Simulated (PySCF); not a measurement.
Delta-SCF ions had no search for a lower state. Excitations are Tamm–Dancoff values on a coarser integration grid. The basis has no diffuse functions, so Rydberg states are missing or too high.

Cartesian coordinates (Å):
```xyz
6

S      1.5370    -0.3073    -0.6711
Si    -0.4787    -0.1640    -0.0299
Cl    -1.2014     1.7567    -0.1026
H      2.0274     0.3287     0.4070
H     -1.2538    -0.9969    -0.9729
H     -0.6304    -0.6172     1.3694
```
Charge 0, spin multiplicity 1.

**Question.** What is the computed T1 excitation (TDA), S1 oscillator strength, dipole moment, total energy, S1 excitation (TDA), S1–T1 gap (TDA), HOMO and vertical ionisation energy (Delta-SCF) (PySCF with PBE0-D4/def2-TZVP)?

**Answer.** 
```json
{
  "T1 excitation (TDA)": "5.70 eV",
  "S1 oscillator strength": "0.002",
  "dipole_moment": "1.10 D",
  "total_energy": "-31276.54 eV",
  "S1 excitation (TDA)": "6.24 eV",
  "S1–T1 gap (TDA)": "0.54 eV",
  "HOMO": "-7.92 eV",
  "vertical ionisation energy (Delta-SCF)": "10.18 eV"
}
```
